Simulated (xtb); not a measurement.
Ga(Br)(Me)(NH2) (CH5BrGaN), SMILES [Br][Ga]([NH2])[CH3]. All values are semi-empirical tight-binding results from xtb (GFN2-xTB unless named), good for trends rather than for accurate numbers. Geometry: GFN2-xTB. The structure was generated by enumeration; whether it is a known compound was not checked. The values are those of a single conformer.

Optimised geometry:

Bonded distances (Å): Ga1–Br2 2.287, Ga1–C3 2.022, Ga1–N7 1.821, C3–H4 1.092, C3–H5 1.091, C3–H6 1.093, N7–H8 1.011, N7–H9 1.014. Angles (°): Br2–Ga1–C3 121.7, Br2–Ga1–N7 110.8, C3–Ga1–N7 127.5, Ga1–C3–H4 110.2, Ga1–C3–H5 110.2, Ga1–C3–H6 109.9, H4–C3–H5 108.5, H4–C3–H6 108.6, H5–C3–H6 109.4, Ga1–N7–H8 125.9, Ga1–N7–H9 124.5, H8–N7–H9 109.4.
Charge 0, spin multiplicity 1.

For metal compounds this method's bond lengths and energies can be far off.

Q: Estimate the properties. (The exact figures need the calculation; the answer reports its results.)

A: 
```
Item                                           Value
-------------------------------------  -------------
orbital gap                                  3.91 eV
zero-point energy                      36.2 kcal/mol
G − E(el) at 298.15 K (modified RRHO)  14.5 kcal/mol
```

Q: Give the atomic charges and the Wiberg bond orders between heavy atoms. (Estimate from the structure and the level; the computed values follow.)

A: charges (e) Ga1 0.04, Br2 -0.12, C3 -0.13, H4 0.07, H5 0.07, H6 0.08, N7 -0.37, H8 0.17, H9 0.19. Bond orders Ga1–Br2 1.20, Ga1–C3 0.91, Ga1–N7 1.21.
